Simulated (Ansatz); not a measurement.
Z-matrix (Å, degrees):
```
Si
F 1 1.584
S 1 2.110 2 110.7
F 1 1.583 2 105.9 3 -120.5
H 1 1.469 2 110.3 3 121.4
Si 3 2.131 1 98.4 2 -46.0
Cl 6 2.033 3 110.9 1 91.6
Cl 6 2.033 3 106.8 1 -149.7
H 6 1.472 3 111.5 1 -29.8
```

Charge 0, multiplicity 1.

List the PBE0/def2-TZVPP orbital energies in eV (Ansatz). (Estimate.)

The calculation gave: Occupied: -2767.98, -2767.90, -2423.03, -1805.43, -1805.34, -674.60, -674.54, -259.84, -259.76, -218.43, -198.12, -198.04, -197.98, -197.98, -197.91, -197.90, -162.23, -162.18, -162.10, -147.50, -147.41, -102.19, -102.18, -102.12, -102.11, -102.10, -102.04, -34.27, -33.74, -24.16, -23.41, -21.23, -16.54, -15.32, -14.58, -14.03, -13.80, -12.96, -12.54, -12.47, -12.06, -11.92, -11.09, -10.18, -10.05, -9.84, -9.61, -9.35, -8.52. Lowest empty: -0.75, -0.16, -0.01, 0.42, 0.58, 1.35, 1.93, 2.47.
